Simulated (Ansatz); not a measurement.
Gas-phase electronic energies from Ansatz, PBE0-D4/def2-TZVP geometries. CBS: MP2 limit from def2 TZ/QZ plus the TZ coupled-cluster correction, frozen cores. Functionals use def2-TZVPP. def2 core potentials past Kr. For Sn outer-core shells are correlated without core-valence functions, which leaves a few kJ/mol of doubt a bond. One conformer a species, not always the lowest.

`C[SiH](O)N[SiH2]O` + `[NH2][SnH3]` → `[NH2][SnH2][SiH2]O` + `C[SiH](N)O`  (formal exchange of groups at the Si–N bond)

`C[SiH](O)N[SiH2]O`:

Z-matrix (Å, degrees):
```
C
Si 1 1.852
H 1 1.093 2 110.7
H 1 1.092 2 111.0 3 -120.6
H 1 1.092 2 110.4 3 119.2
O 2 1.647 1 106.7 3 -63.5
N 2 1.734 1 111.2 3 59.1
H 2 1.489 1 112.5 3 176.1
H 6 0.962 2 113.7 1 168.8
Si 7 1.709 2 122.1 1 168.3
H 7 1.010 2 117.1 1 -36.8
O 10 1.659 7 106.7 2 40.4
H 10 1.486 7 108.5 2 161.1
H 10 1.487 7 113.1 2 -76.9
H 12 0.958 10 116.9 7 -148.7
```

`[NH2][SnH3]`:

Z-matrix (Å, degrees):
```
Sn
N 1 2.032
H 1 1.717 2 113.4
H 1 1.704 2 105.9 3 -120.4
H 1 1.704 2 105.9 3 120.4
H 2 1.012 1 112.9 3 -61.0
H 2 1.012 1 112.9 3 60.8
```

`[NH2][SnH2][SiH2]O`:

Z-matrix (Å, degrees):
```
Sn
Si 1 2.573
N 1 2.081 2 90.1
H 1 1.711 2 120.1 3 110.1
H 1 1.711 2 120.0 3 -109.9
O 2 1.639 1 97.5 3 0.3
H 2 1.487 1 113.4 3 118.5
H 2 1.487 1 113.3 3 -117.9
H 3 1.013 1 113.0 2 -119.7
H 3 1.013 1 113.0 2 118.8
H 6 0.986 2 111.0 1 -0.2
```

`C[SiH](N)O`:

Z-matrix (Å, degrees):
```
C
Si 1 1.862
H 1 1.092 2 110.2
H 1 1.094 2 111.2 3 119.4
H 1 1.093 2 111.4 3 -119.9
N 2 1.716 1 106.8 3 175.6
O 2 1.649 1 113.3 3 54.6
H 2 1.487 1 110.5 3 -59.5
H 6 1.006 2 120.4 1 21.4
H 6 1.007 2 121.6 1 170.4
H 7 0.959 2 115.6 1 73.3
```

CCSD(T)/CBS gives +0.51 eV.

Another level gave +0.59 eV. Which?
A. CCSD/def2-TZVPP
B. r2SCAN-D4/def2-TZVPP
C. PBE/def2-TZVPP
D. MP2/def2-TZVPP

D. MP2/def2-TZVPP 0.59, PBE 0.29, r2SCAN-D4 0.48, CCSD/def2-TZVPP 0.63 eV.

Largest T1 diagnostic among the species: 0.013.

From PBE to PBE0 (25 % exact exchange), in def2-TZVPP and without D4, ΔE moves by +0.11 eV. In def2-TZVPP, CCSD(T) changes the Hartree–Fock value by −0.24 eV (the triples alone add −0.04 eV) and MP2 by −0.24 eV.
